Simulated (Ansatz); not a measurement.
Species: GeBr₂, charge 0, singlet. GeBr2 (SMILES [Br][Ge][Br]).
B3LYP-D3(BJ)/def2-TZVP minimum from Ansatz (a first-principles code):
```
Ge
Br 1 2.3672
Br 1 2.3672 2 101.50
```
Charge 0, spin multiplicity 1.

Total energies in hartree (Ansatz). Open shells are spin-unrestricted; no spin-orbit coupling. Cores are frozen in correlated methods (noble-gas shells, and filled d and f shells in the p block). No relativity. Spin-orbit terms, left out, reach several kcal/mol for Br and I, and more for heavier atoms.

```tsv
species	HF/cc-pVTZ	CCSD(T)/cc-pVTZ	HF/cc-pVQZ	CCSD(T)/cc-pVQZ	CCSDT(Q)/cc-pVTZ
1: GeBr2 (SMILES [Br][Ge][Br])	-7220.42567	-7220.88623	-7220.43455	-7220.93960	-7220.88860
2: Ge (triplet)	-2075.36107	-2075.42794	-2075.36359	-2075.43284	-2075.42848
3: Br (doublet)	-2572.44509	-2572.60263	-2572.44802	-2572.62195	-2572.60328
```

Task: Work out the atomisation energy (electronic, to ground-state atoms) in kcal/mol: take Hartree-Fock from cc-pVQZ, extrapolate the CCSD(T) correlation energy as X^-3 (X = 3, 4), and add CCSDT(Q) - CCSD(T) in cc-pVTZ. 1 hartree = 627.51 kcal/mol.

Result: 
Species 1: correlation (64·(-0.50505) - 27·(-0.46056))/37 = -0.53752; step -0.00237; E1 = -7220.43455 + (-0.53752) + (-0.00237) = -7220.97444
Species 2: correlation (64·(-0.06925) - 27·(-0.06687))/37 = -0.07099; step -0.00054; E2 = -2075.36359 + (-0.07099) + (-0.00054) = -2075.43512
Species 3: correlation (64·(-0.17393) - 27·(-0.15754))/37 = -0.18589; step -0.00065; E3 = -2572.44802 + (-0.18589) + (-0.00065) = -2572.63456
-1·E1 +1·E2 +2·E3 = 0.27020 hartree = 169.6 kcal/mol.
